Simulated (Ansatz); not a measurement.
Diatomic NiS, closed-shell singlet (not the ground state: that is measured with 2S+1 = 3). No spin–orbit coupling. Ni is treated without relativity. The T1 diagnostic near the minimum is 0.123, so single-reference values are doubtful.

Seven points along R, fitted to fifth degree in 1/R; most abundant isotopes. Runs in def2 and cc sets follow the lowest solution found near the PBE0 minimum. The singlet is held restricted.

Run with Ansatz (Gaussian orbitals). Values without a source in brackets are computed.

Q: What bond length and harmonic frequency does PBE0/def2-TZVPP give?

A: r_e = 1.951 Å, ω_e = 530 cm⁻¹.

Q: What bond length and harmonic frequency does CAM-B3LYP/def2-TZVPP give?

A: r_e = 1.943 Å, ω_e = 545 cm⁻¹.

Q: What bond length and harmonic frequency does wB97X-V/def2-TZVPP give?

A: r_e = 1.937 Å, ω_e = 558 cm⁻¹.

Ansatz is a program for electronic structure.
